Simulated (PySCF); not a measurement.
CH4Cl2SSi, SMILES C[Si](S)(Cl)Cl. Atoms are numbered in the order given.

```xyz
9

C     -1.6475    -1.3411     0.1576
Si    -0.2007    -0.1690     0.0232
S      1.5997    -1.0769    -0.7142
Cl    -0.6261     1.3266    -1.3488
Cl     0.1109     0.6920     1.8932
H     -1.4227    -2.1488     0.8828
H     -2.5466    -0.7952     0.5066
H     -1.8579    -1.7949    -0.8309
H      1.6858    -1.9346     0.3436
```
Charge 0, spin multiplicity 1.

The structure is a stationary point at PBE-D3(BJ)/def2-SVP. One conformer was computed; it need not be the lowest.

The numbers are results of HF/pcSseg-1 run with PySCF, not measurements.

GIAO shieldings, no solvent; atoms listed in one row are averaged. δ = σ(ref) − σ: ¹³C against TMS (σ = 192.6 ppm); ²⁹Si against TMS (σ = 393.8 ppm); ³³S against H2S (σ = 725.2 ppm); ³⁵Cl against HCl (σ = 958.2 ppm); ¹H against TMS (σ = 31.99 ppm), references at their B3LYP-D3(BJ)/def2-TZVP geometries, non-relativistic (without spin–orbit terms, shifts of atoms bonded to Cl or Br come out too high).

Computed chemical shifts:
```tsv
nucleus	atoms	count	δ (ppm)
¹³C	C1	1	14.5
²⁹Si	Si2	1	43.2
³³S	S3	1	48.2
³⁵Cl	Cl5	1	79.5
³⁵Cl	Cl4	1	44.3
¹H	H9	1	1.62
¹H	H6, H7, H8	3	1.34
```
